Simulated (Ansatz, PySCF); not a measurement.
Gas-phase reaction (SMILES): CO[Si](Cl)(OC)OC [chloro(trimethoxy)silane] + Cl (HCl) -> CO[Si](Cl)(Cl)OC + CO (CH4O); hydrogen chloride cleaves one Si-O bond, a model of a ligand-exchange step.

Structures are relaxed separately at B3LYP-D3(BJ)/def2-TZVP in Ansatz (a first-principles code), one conformer each, not searched for the lowest. Correlated levels leave the core frozen unless marked. No spin-orbit coupling. Non-relativistic. CBS marks a two-point X^-3 extrapolation of the correlation energy; Hartree-Fock from the larger set. [CCSD(T)-MP2]/basis is that difference in the basis named. Thermal terms are rigid-rotor harmonic-oscillator values from B3LYP-D3(BJ) frequencies (Ansatz or PySCF) at 298.15 K and 1 atm. 1 Eh = 627.5095 kcal/mol.

```tsv
species	E, RI-MP2/CBS(aug-cc-pV(T+d)Z,aug-cc-pV(Q+d)Z)+[CCSD(T)-MP2]/aug-cc-pV(T+d)Z (Ansatz) (Eh)	E, PBE/def2-TZVPD (Ansatz) (Eh)	H - E (Eh)
CO[Si](Cl)(OC)OC	-1094.12498	-1094.69891	0.14346
Cl (HCl)	-460.37874	-460.62833	0.01000
CO[Si](Cl)(Cl)OC	-1438.88086	-1439.69253	0.10055
CO (CH4O)	-115.61566	-115.63215	0.05533
```

Task: Work out ΔE and ΔH at 298.15 K at the first level, then ΔH at the second.

Result: 
1. ΔE = [(-1438.88086) + (-115.61566)] - [(-1094.12498) + (-460.37874)] = 0.00720 Eh = 4.5 kcal/mol at RI-MP2/CBS(aug-cc-pV(T+d)Z,aug-cc-pV(Q+d)Z)+[CCSD(T)-MP2]/aug-cc-pV(T+d)Z.
2. The terms H - E add up to 0.00242 Eh, so ΔH = (0.00720 + (0.00242))×627.5095 = 6.0 kcal/mol.
3. At PBE/def2-TZVPD the same steps give ΔE = 1.6 and ΔH = 3.1 kcal/mol, a shift of -2.9 from the first level.
4. These values are not checked against measurement here, since the tables used lack a sound gas-phase enthalpy of formation for at least one species.
